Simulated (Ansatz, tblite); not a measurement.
Cost and result up the ladder for Mo₃P₃ (6 atoms). Charge 0, multiplicity 2. Geometry: PBE0-D4/def2-SVP.

```csv
atom,x (Å),y (Å),z (Å)
Mo1,-0.3136,-1.3190,-0.7098
Mo2,1.2347,-0.6658,0.6131
Mo3,-0.8324,0.7882,0.5812
P4,-0.8042,-1.4277,1.6491
P5,-0.4413,0.9747,-1.7517
P6,1.1567,1.6497,-0.3819
```

Ansatz on 4 threads of AMD EPYC 7R43 on a shared host; xTB runs through tblite on one thread. Times are rough, summed over both states, and most runs start from the orbitals of an earlier one. No level here is sound enough to serve as a yardstick. The other state is a quartet at its own geometry.

In the def2 sets Mo takes a core potential; there is no spin–orbit coupling. The xTB rows come from tblite. The structure comes from a short search, and lower isomers may exist.

Run but left out: HF/STO-3G, HF/def2-TZVP, MP2/def2-TZVP (doublet: ⟨S²⟩ 4.20 to 4.62, where a pure state has 0.75); LC-ωPBE/def2-TZVP (quartet: ⟨S²⟩ 4.45, where a pure state has 3.75).

xTB has no spin-polarisation term.

```tsv
level	functions	wall time
GFN1-xTB	54	0.051 s
GFN2-xTB	54	0.09 s
PBE-D4/def2-TZVP	231	33 s
r2SCAN-D4/def2-TZVP	231	1.7 min
PBE0-D4/def2-TZVP (with forces)	231	2.5 min
```

Estimate what each level gives for the quartet − doublet (eV).


```json
{"level": "GFN1-xTB", "quartet − doublet (eV)": "1.59", "remarks": "–"}
{"level": "GFN2-xTB", "quartet − doublet (eV)": "1.22", "remarks": "–"}
{"level": "PBE-D4/def2-TZVP", "quartet − doublet (eV)": "0.30", "remarks": "–"}
{"level": "r2SCAN-D4/def2-TZVP", "quartet − doublet (eV)": "0.19", "remarks": "spin-contaminated (⟨S²⟩ 3.87) (quartet)"}
{"level": "PBE0-D4/def2-TZVP (with forces)", "quartet − doublet (eV)": "0.18", "remarks": "spin-contaminated (⟨S²⟩ 3.90) (quartet)"}
```
